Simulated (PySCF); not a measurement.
**ORD: `C[C@H]1C[C@H]([SiH3])[C@H]1C=O`, C$_{6}$H$_{12}$OSi**

Cartesian coordinates in Å; atom numbers follow the order of the lines, from 1:
```xyz
20

C     2.2887    0.4277   -0.4459
C     0.8987   -0.1263   -0.7086
C     0.4282   -1.2231    0.2602
C    -0.8186   -0.3899    0.6173
Si   -2.4981   -1.1343    0.1475
C    -0.3074    0.7535   -0.2779
C     0.0496    2.0182    0.4352
O    -0.1348    2.2432    1.5991
H     2.5163    1.2532   -1.1173
H     2.3735    0.7791    0.5805
H     3.0297   -0.3539   -0.6042
H     0.8208   -0.4298   -1.7550
H     0.2278   -2.1852   -0.2089
H     1.1080   -1.3782    1.0965
H    -0.8193   -0.0784    1.6642
H    -2.4934   -1.4263   -1.2903
H    -2.6831   -2.3768    0.8974
H    -3.5564   -0.1709    0.4483
H    -0.9520    1.0293   -1.1172
H     0.5167    2.7797   -0.2238
```

Computed with TDDFT BHandHLYP/def2-SVPD circular dichroism and optical rotation, one conformer, gas phase (PySCF). Geometry: GFN2-xTB.

The molecule is flexible and this is one conformer; a measurement averages over conformers.

Stereocentres: C2 S, C4 S, C6 R.

Problem. Give the optical rotatory dispersion at 633, 589.3, 546, 436, 405, 365, 355 nm.

Solution. [α] in deg dm⁻¹ (g/mL)⁻¹:
| λ (nm) | origin-invariant length gauge | modified velocity gauge | length gauge (centre of mass) | isotropic polarisability (au) |
| --- | --- | --- | --- | --- |
| 633 | +53.7 | +54.0 | +53.4 | 96.6 |
| 589.3 | +61.0 | +61.2 | +60.6 | 96.9 |
| 546 | +69.3 | +69.4 | +68.9 | 97.3 |
| 436 | +88.9 | +87.7 | +88.2 | 99.0 |
| 405 | +85.1 | +82.7 | +84.3 | 99.7 |
| 365 | +43.1 | +37.5 | +42.2 | 101.0 |
| 355 | +15.8 | +8.7 | +14.8 | 101.4 |

Problem. And for the mirror image at 589.3 nm?

Solution. -61.0 deg dm⁻¹ (g/mL)⁻¹ (origin-invariant length gauge): the same size and the opposite sign.

Problem. What is the molar rotation [Φ] = [α]·M/100 of the geometry above at 589.3 nm?

Solution. With M = 128.25 g/mol, +78.2 deg cm² dmol⁻¹ (origin-invariant length gauge).

The first excitation lies at 4.51 eV (275 nm) with R = -5.4 × 10⁻⁴⁰ esu² cm² (velocity form).
